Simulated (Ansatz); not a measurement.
Species: H₂Ga, SMILES `[GaH2]` (charge 0, multiplicity 2).

Q: Give a relaxed geometry from B3LYP-D3(BJ)/def2-TZVP run with Ansatz (a quantum-chemistry and plane-wave program).

A: the end point of this relaxation (outside a Z-matrix the atoms follow the SMILES, hydrogens last).
Bonds (Å): Ga1–H2 1.601, Ga1–H3 1.601. Angles (°): H2–Ga1–H3 120.0.
